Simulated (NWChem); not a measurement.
CH6BFO2Si; SMILES OB(O)C[SiH2]F

```xyz
12

Si    -0.0001     1.3019    -0.4567
F      0.0001     2.7596     0.2502
C      0.0033    -0.0503     0.8424
B      0.0001    -1.4991     0.1832
O     -1.1540    -2.1567    -0.1474
O      1.1510    -2.1610    -0.1497
H      1.2151     1.2088    -1.3087
H     -1.2193     1.2063    -1.3027
H     -0.8765     0.0981     1.4840
H      0.8854     0.0969     1.4807
H     -1.9465    -1.6633     0.0998
H      1.9460    -1.6707     0.0956
```
Atoms are numbered in this order, from 1.

Results from NWChem. Pople sets run with spherical d functions. Geometry: optimised at B3LYP/6-31G* (spherical d). Vertical excitations in the gas phase.

**Question.** Predict the results for B3LYP/6-31+G*, TDA. Quantities: lowest excitation, singlet (eV); oscillator strength of that lowest state; orbital gap (eV).

**Answer.** The lowest excitation, singlet (eV) comes out as 7.17. The oscillator strength of that lowest state comes out as 0.013 and the orbital gap (eV) comes out as 8.09.
